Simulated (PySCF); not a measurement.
## Removing an electron from `FCC12C=CC(C=C1)C=C2`

C9H9F.
Atom-mapped SMILES: `[F:1][CH2:2][C@:3]12[CH:4]=[CH:5][C@H:6]([CH:7]=[CH:8]1)[CH:9]=[CH:10]2` (hydrogens: H11, H12 on C2; H13 on C4; H14 on C5; H15 on C6; H16 on C7; H17 on C8; H18 on C9; H19 on C10)

Structure used (PBE0-D3(BJ)/def2-SVP), in Å, numbered top down from 1:
```
atom  x, y, z in Å
F1    -2.685   -0.089   -0.760
C2    -1.960   -0.423    0.356
C3    -0.489   -0.172    0.123
C4    -0.153    1.294   -0.186
C5     1.146    1.509   -0.372
C6     1.991    0.237   -0.240
C7     1.394   -0.759   -1.239
C8     0.094   -0.970   -1.052
C9     1.672   -0.327    1.146
C10    0.373   -0.541    1.335
H11   -2.136   -1.489    0.582
H12   -2.324    0.181    1.205
H13   -0.944    2.043   -0.251
H14    1.603    2.472   -0.604
H15    3.061    0.414   -0.396
H16    2.006   -1.219   -2.016
H17   -0.545   -1.619   -1.653
H18    2.459   -0.522    1.877
H19   -0.077   -0.939    2.248
```

Level: CAM-B3LYP/def2-SVPD (PySCF). Frontier orbitals with their largest atomic shares (Löwdin; up to four atoms above 4 %):

```tsv
orbital	ε (eV)	main atoms
HOMO−3	-10.58	C3 13 %, F1 11 %, C2 9 %, C6 9 %
HOMO−2	-9.17	C10 22 %, C9 22 %, C4 10 %, C5 9 %
HOMO−1	-9.16	C8 18 %, C7 18 %, C4 17 %, C5 16 %
HOMO	-7.57	?
LUMO	0.72	C9 21 %, C10 20 %, C5 7 %, C7 7 %
LUMO+1	0.77	C7 16 %, C5 16 %, C8 15 %, C4 15 %
LUMO+2	1.41	C9 10 %, C2 9 %, H15 9 %, H18 7 %
```

Q: What vertical ionisation energy does ΔSCF give, and how far is −ε(HOMO) from it?

A: ΔSCF: 8.27 eV (798 kJ/mol; threshold wavelength 150 nm); ⟨S²⟩ of the doublet left behind is 0.754, against 0.75 for a pure doublet. −ε(HOMO) is 7.57 eV, 0.70 eV below it. In exact Kohn–Sham theory the two would be equal; CAM-B3LYP (range-separated hybrid) falls short of its own ΔSCF value by 8 %.

Q: On which atoms does the HOMO lie?

A: C7 (alkene CH carbon) 16 %, C5 (alkene CH carbon) 16 %, C8 (alkene CH carbon) 16 %, C4 (alkene CH carbon) 16 %, so no atom holds as much as 40 %. The HOMO−1 lies 1.59 eV lower.

Q: How many of the 10 lowest singlet excitations (vertical TDDFT, same level) lie below the ionisation energy?

A: All 10; they run from 5.08 to 7.17 eV.

Q: What total energies stand behind the ΔSCF value?

A: E(N) = -447.59939 Eh and E(N − 1) = -447.29535 Eh at the same geometry, 0.30404 Eh apart.

Q: With α = 92.2 au, estimate the like-pair dispersion coefficient by London's formula C6 = (3/4)α²I.

A: I = 0.3040 Eh, so C6 ≈ 1940 au, a rough estimate.

Q: Shift the occupied levels rigidly so that −ε(HOMO) equals the ΔSCF value. What binding energies result?

A: The shift is +0.70 eV: HOMO 8.27, HOMO−1 9.86, HOMO−2 9.87, HOMO−3 11.28 eV. A rigid shift is only a rough guide to the deeper ionisations.

Isolated species at its PBE0-D3(BJ)/def2-SVP geometry (one conformer only).

The run behind these numbers computed excited states and ΔSCF ions as well. Time: 5.6 min. Hardware: Arm Neoverse N1, one thread, shared host.
